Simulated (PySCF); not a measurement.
From a computed spectrum to the compound

A species of 4 atoms with charge 0 has these harmonic modes (BP86, small Gaussian bases with core potentials, PySCF 2.14.0):

| cm⁻¹ | km/mol | symmetry |
| --- | --- | --- |
| 57 | 0.3 | e |
| 57 | 0.3 | e |
| 72 | 1.4 | a1 |
| 211 | 32.9 | e |
| 211 | 32.9 | e |
| 216 | 5.2 | a1 |

Question: Which species is it, and in which structure?

Answer: BiBr3 (singlet):
```xyz
4

Bi    0.0000    0.0000    0.6316
Br    2.3592    0.0000   -0.5575
Br   -1.1796    2.0431   -0.5575
Br   -1.1796   -2.0431   -0.5575
```
Ideal gas at 298.15 K and 1 bar: S = 390.6 J/(mol K), Cp = 80.9 J/(mol K), H − H(0 K) = 20.6 kJ/mol (rigid rotor, harmonic modes, spin degeneracy alone; the modes under 60 cm⁻¹ make these uncertain). 
 The answer isn't unique; the calculation gave this one.
